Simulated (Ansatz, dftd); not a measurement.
System: HgCl, charge 0, doublet. HgCl (parent SMILES [Cl][Hg], doublet).
B3LYP-D3(BJ)/def2-TZVP minimum from Ansatz (an electronic-structure program):
```xyz
2

Hg     0.0000     0.0000    -0.4308
Cl     0.0000     0.0000     2.0275
```
Charge 0, spin multiplicity 2.

Quantity: atomisation energy (electronic, to ground-state atoms), in kcal/mol. Radicals and triplets start from unrestricted determinants; spin-orbit coupling is neglected. Correlated methods leave the cores frozen (noble-gas shells, and filled d and f shells in the p block). Past Kr the def2 sets carry scalar-relativistic core potentials. CBS(X,Y): correlation extrapolated as X^-3, Hartree-Fock from the larger set. A bracket is a step between two methods taken in the basis named. The spin of ClHg (parent SMILES [Cl][Hg], doublet) was assumed, and the state is the lowest solution found for it.

```json
[
 {"level": "PBE-D4/def2-TZVPD", "program": "Ansatz + dftd4", "atomisation energy (kcal/mol)": "27.6", "difference against the last row": "4.0"},
 {"level": "PBE/def2-TZVPD", "program": "Ansatz", "atomisation energy (kcal/mol)": "26.6", "difference against the last row": "3.0"},
 {"level": "r2SCAN/def2-TZVPD", "program": "Ansatz", "atomisation energy (kcal/mol)": "28.2", "difference against the last row": "4.6"},
 {"level": "B3LYP-D3(BJ)/def2-TZVPD", "program": "Ansatz + dftd3", "atomisation energy (kcal/mol)": "23.2", "difference against the last row": "-0.4"},
 {"level": "PBE0-D4/def2-TZVPD", "program": "Ansatz + dftd4", "atomisation energy (kcal/mol)": "26.5", "difference against the last row": "2.9"},
 {"level": "PBE0/def2-TZVPD", "program": "Ansatz", "atomisation energy (kcal/mol)": "25.7", "difference against the last row": "2.1"},
 {"level": "r2SCANh-D4/def2-TZVPD", "program": "Ansatz + dftd4", "atomisation energy (kcal/mol)": "27.6", "difference against the last row": "4.0"},
 {"level": "wB97M-V/def2-TZVPD", "program": "Ansatz", "atomisation energy (kcal/mol)": "26.9", "difference against the last row": "3.3"},
 {"level": "MP2/CBS(def2-TZVPP,def2-QZVPP)", "program": "Ansatz", "atomisation energy (kcal/mol)": "21.9", "difference against the last row": "-1.7"},
 {"level": "CCSD(T)/def2-SVP", "program": "Ansatz", "atomisation energy (kcal/mol)": "12.4", "difference against the last row": "-11.2"},
 {"level": "CCSD(T)/def2-QZVPP", "program": "Ansatz", "atomisation energy (kcal/mol)": "21.6", "difference against the last row": "-2.0"},
 {"level": "CCSDT(Q)/def2-SVP", "program": "Ansatz", "atomisation energy (kcal/mol)": "12.7", "difference against the last row": "-10.9"},
 {"level": "CCSD(T)/CBS(def2-TZVPP,def2-QZVPP) + [CCSDT(Q) - CCSD(T)]/def2-TZVPP", "program": "Ansatz", "atomisation energy (kcal/mol)": "23.6", "difference against the last row": "0.0"}
]
```
